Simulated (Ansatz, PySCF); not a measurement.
Ways to break one bond of FCBr:

A. FCBr [bromo(fluoro)methane] → [CH2]F + Br atom
B. FCBr → F atom + [CH2]Br
C. FCBr [bromo(fluoro)methane] → F[CH]Br + H atom

Quantity: bond dissociation energy (enthalpy at 298 K, with B3LYP-D3(BJ) rigid-rotor harmonic-oscillator terms from PySCF), kcal/mol. Structures are relaxed separately at B3LYP-D3(BJ)/def2-TZVP in Ansatz (an electronic-structure program). Valence correlation only, unless marked. Open shells are spin-unrestricted. No spin-orbit coupling. The frozen core is the preceding noble-gas configuration, with the filled d and f shells of earlier blocks. No relativistic terms. Basis-set limits of correlation are two-point, X^-3; Hartree-Fock from the larger set. [CCSD(T)-MP2]/basis is that difference in the basis named.

### Question
Rank them by bond dissociation energy at RI-MP2/CBS(cc-pVTZ,cc-pVQZ)+[CCSD(T)-MP2]/cc-pVTZ (Ansatz), lowest first.

### Answer
A (73.4 kcal/mol), C (100.6 kcal/mol), B (110.2 kcal/mol)
